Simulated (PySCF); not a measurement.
PySCF input for B2H4O, SMILES BOB, PBE0/pcSseg-2. Geometry optimised at B3LYP-D3(BJ)/def2-TZVP.

```python
import numpy as np
from pyscf import gto, scf, dft
from pyscf.prop.nmr import rks as nmr

mol = gto.M(
    atom='''
    O     0.00000000    0.00000000   -0.00000000
    B     0.00000000    0.00000000   -1.33421582
    H    -0.74119677    0.74119676   -1.90427270
    H     0.74119676   -0.74119677   -1.90427270
    B    -0.00000000   -0.00000000    1.33421582
    H    -0.74119676   -0.74119676    1.90427271
    H     0.74119677    0.74119677    1.90427270
    ''',
    basis='pcSseg-2',
    charge=0,
    spin=0,
    max_memory=1600,
    verbose=3,
)
mf = dft.RKS(mol, xc='pbe0').density_fit(auxbasis='def2-universal-jkfit')
mf.grids.level = 3
mf.conv_tol = 1e-10
mf.max_cycle = 100
mf.kernel()
n = nmr.NMR(mf)
n.verbose = 2
n.max_cycle_cphf = 60
sigma = n.kernel()
print('atom   isotropic/ppm   span/ppm')
for i, s in enumerate(sigma):
    w = np.linalg.eigvalsh((s + s.T) / 2)
    print(f'{mol.atom_symbol(i):2s}{i + 1:3d} {w.mean():14.3f} {w[2] - w[0]:11.3f}')
```

Log of the run:

```
converged SCF energy = -127.264188319203
atom   isotropic/ppm   span/ppm
O   1        -15.569     239.181
B   2         54.899      99.039
H   3         25.969       0.787
H   4         25.969       0.787
B   5         54.899      99.039
H   6         25.969       0.787
H   7         25.969       0.787
```

The calculation finished and met its thresholds.
